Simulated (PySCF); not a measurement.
Cartesian coordinates in Å; atom numbers follow the order of the lines, from 1:
```xyz
18

C     3.802    0.069    0.326
C     2.873   -0.773   -0.113
C     1.495   -0.482   -0.101
C     0.315   -0.233   -0.095
C    -1.079    0.065   -0.077
Si   -1.641    1.121    1.396
C    -1.756    0.233   -1.428
C    -2.020   -0.983   -0.615
F    -1.513   -2.171   -1.048
H     4.848   -0.183    0.303
H     3.543    1.037    0.721
H     3.139   -1.745   -0.511
H    -1.338    0.397    2.628
H    -0.928    2.395    1.333
H    -3.085    1.328    1.255
H    -1.139    0.111   -2.306
H    -2.542    0.966   -1.531
H    -2.984   -1.145   -0.149
```

PySCF 2.14.0 with density-fitted response routines calculation with shieldings: GIAO PBE0/pcSseg-1 and structure optimised with GFN2-xTB; in vacuum, non-relativistic Hamiltonian, equivalent nuclei averaged, one conformer.

Question: List the cross peaks expected in HSQC, COSY and HMBC spectra.

Answer: 

HSQC (one-bond C–H):
| δH | δC |
| --- | --- |
| 6.04 (H11) | 135.4 (C1) |
| 6.03 (H12) | 125.6 (C2) |
| 5.77 (H10) | 135.4 (C1) |
| 4.49 (H18) | 78.7 (C8) |
| 1.30 (H16) | 22.1 (C7) |
| 0.92 (H17) | 22.1 (C7) |

COSY cross peaks (H two or three bonds apart, from the bond graph; peaks can be absent where the dihedral angle is near 90°):
| δH | δH |
| --- | --- |
| 6.04 (H11) | 6.03 (H12) |
| 6.04 (H11) | 5.77 (H10) |
| 6.03 (H12) | 5.77 (H10) |
| 4.49 (H18) | 1.30 (H16) |
| 4.49 (H18) | 0.92 (H17) |
| 1.30 (H16) | 0.92 (H17) |

HMBC (two and three bonds, from the bond graph):
| δH | δC |
| --- | --- |
| 6.04 (H11) | 125.6 (C2), 84.5 (C3) |
| 6.03 (H12) | 135.4 (C1), 100.4 (C4), 84.5 (C3) |
| 5.77 (H10) | 125.6 (C2), 84.5 (C3) |
| 4.49 (H18) | 100.4 (C4), 22.1 (C7), 4.1 (C5) |
| 3.95 (H13/H14/H15) | 100.4 (C4), 78.7 (C8), 22.1 (C7), 4.1 (C5) |
| 1.30 (H16) | 100.4 (C4), 78.7 (C8), 4.1 (C5) |
| 0.92 (H17) | 100.4 (C4), 78.7 (C8), 4.1 (C5) |

δ = σ(ref) − σ, references computed at the same level: $^{1}$H and $^{13}$C vs TMS.

Shifts are as computed. Against solution values, carbons near 30 ppm lie about +3 ppm off and those near 130 ppm about +5 ppm. Of 1309 compounds with measured shifts, 239 miss one by over three times the rms of a fit or turn the order of signals round; such compounds aren't used in these exercises.
